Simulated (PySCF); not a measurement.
Members of the series CXY, Y = amino; each row names its spin state. Gas-phase values, no solvent. One relaxed conformer stands for each flexible species; it need not be the lowest. Strings in code marks are SMILES.

The numbers are results of PBE0-D3(BJ)/def2-TZVP (PySCF), not measurements. 

A: X = silyl, multiplicity 3 (`N[C][SiH3]` (excited triplet))
B: X = isocyano, multiplicity 3 (`[C-]#[N+][C]N` (excited triplet))
C: X = silyl, multiplicity 1 (`N[C][SiH3]` (lower singlet))
D: X = isocyano, multiplicity 1 (`[C-]#[N+][C]N` (lower singlet))

### Question
A design calls for the lowest dipole moment in this set. Which member fits?

### Answer
A (2.36 D); next is C (3.10 D).
